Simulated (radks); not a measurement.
Ho+, 66 electrons, occupied as [Xe] 4f11 6s1 (the NIST ground configuration).

Method: non-relativistic Kohn-Sham, r2SCAN, spin-polarised, spherical densities, point nucleus; open shells are filled with parallel spins first (spin-orbit coupling, left out, can overturn this in heavy ions); meta-GGA in the generalised Kohn-Sham scheme; relativity is left out, which matters for an element this heavy; computed with a radial shooting solver on a logarithmic mesh with Libxc functionals.

Energy parts (hartree):
total: -12068.9455
kinetic: 12065.4666
electron-nucleus: -28679.4928
Hartree: 4804.5154
exchange-correlation: -259.4346

Orbitals (lengths in bohr, moments of r in powers of bohr; r(max) is where P^2 peaks; r(90%) holds 90 % of the orbital's charge):
1s up: occ. 1; eigenvalue (hartree) -1906.445; r(90%) 0.0402; r(max) 0.01501; <r^4> 1.184e-06; <r^2> 0.0006849
1s down: occ. 1; eigenvalue (hartree) -1906.444; r(90%) 0.0402; r(max) 0.01501; <r^4> 1.184e-06; <r^2> 0.0006849
2s up: occ. 1; eigenvalue (hartree) -307.3831; r(90%) 0.147; r(max) 0.08203; <r^4> 0.0001976; <r^2> 0.01083
2s down: occ. 1; eigenvalue (hartree) -307.3824; r(90%) 0.147; r(max) 0.08203; <r^4> 0.0001976; <r^2> 0.01083
2p up: occ. 3; eigenvalue (hartree) -292.9979; r(90%) 0.132; r(max) 0.06385; <r^4> 0.0001256; <r^2> 0.008044
2p down: occ. 3; eigenvalue (hartree) -292.9971; r(90%) 0.132; r(max) 0.06385; <r^4> 0.0001256; <r^2> 0.008044
3s up: occ. 1; eigenvalue (hartree) -68.63305; r(90%) 0.360; r(max) 0.2273; <r^4> 0.007174; <r^2> 0.06922
3s down: occ. 1; eigenvalue (hartree) -68.55882; r(90%) 0.360; r(max) 0.2272; <r^4> 0.007158; <r^2> 0.06915
3p up: occ. 3; eigenvalue (hartree) -62.14519; r(90%) 0.352; r(max) 0.2150; <r^4> 0.006526; <r^2> 0.06462
3p down: occ. 3; eigenvalue (hartree) -62.07741; r(90%) 0.352; r(max) 0.2149; <r^4> 0.006509; <r^2> 0.06454
3d up: occ. 5; eigenvalue (hartree) -50.08641; r(90%) 0.324; r(max) 0.1713; <r^4> 0.004634; <r^2> 0.05125
3d down: occ. 5; eigenvalue (hartree) -50.03757; r(90%) 0.324; r(max) 0.1712; <r^4> 0.004617; <r^2> 0.05117
4s up: occ. 1; eigenvalue (hartree) -13.58427; r(90%) 0.797; r(max) 0.5170; <r^4> 0.1758; <r^2> 0.3478
4s down: occ. 1; eigenvalue (hartree) -13.45585; r(90%) 0.797; r(max) 0.5169; <r^4> 0.1760; <r^2> 0.3479
4p up: occ. 3; eigenvalue (hartree) -10.97309; r(90%) 0.824; r(max) 0.5211; <r^4> 0.2004; <r^2> 0.3661
4p down: occ. 3; eigenvalue (hartree) -10.84394; r(90%) 0.825; r(max) 0.5210; <r^4> 0.2008; <r^2> 0.3664
4d up: occ. 5; eigenvalue (hartree) -6.30187; r(90%) 0.898; r(max) 0.5252; <r^4> 0.2812; <r^2> 0.4152
4d down: occ. 5; eigenvalue (hartree) -6.17197; r(90%) 0.899; r(max) 0.5252; <r^4> 0.2836; <r^2> 0.4163
5s up: occ. 1; eigenvalue (hartree) -1.87996; r(90%) 1.99; r(max) 1.222; <r^4> 6.813; <r^2> 2.132
5s down: occ. 1; eigenvalue (hartree) -1.83299; r(90%) 2.02; r(max) 1.233; <r^4> 7.140; <r^2> 2.184
5p up: occ. 3; eigenvalue (hartree) -1.18908; r(90%) 2.29; r(max) 1.338; <r^4> 12.10; <r^2> 2.759
5p down: occ. 3; eigenvalue (hartree) -1.15385; r(90%) 2.31; r(max) 1.352; <r^4> 12.35; <r^2> 2.809
4f up: occ. 7; eigenvalue (hartree) -0.53990; r(90%) 1.36; r(max) 0.5157; <r^4> 2.140; <r^2> 0.8336
4f down: occ. 4; eigenvalue (hartree) -0.42222; r(90%) 1.42; r(max) 0.5173; <r^4> 2.717; <r^2> 0.9038
6s up: occ. 1; eigenvalue (hartree) -0.32287; r(90%) 5.65; r(max) 3.487; <r^4> 435.6; <r^2> 17.25

The highest occupied level is 6s up at -8.786 eV. Summed over all electrons, <r^2> = 55.88 bohr^2, which gives a Langevin (diamagnetic) susceptibility term of -44.3 x 10^-6 cm^3/mol. For comparison, the ionisation energy in NIST's Atomic Spectra Database is 11.78 eV (semi-empirical). In exact Kohn-Sham theory the highest level is minus the ionisation energy, but local and semilocal functionals leave it too shallow, through self-interaction and a potential that decays too fast; potentials with the right tail come closer. Virial ratio -V/T = 2.00029. The density falls to 0.001 e/bohr^3 at r = 4.52 bohr. The spin density at the nucleus is 8.970 e/bohr^3 (1s 0.041, 2s -0.146, 3s -2.977, 4s 1.083, 5s 3.334, 6s 7.635). Spin moment in Bohr magnetons: 4. The electron density at the nucleus is 2.145e+05 e/bohr^3.
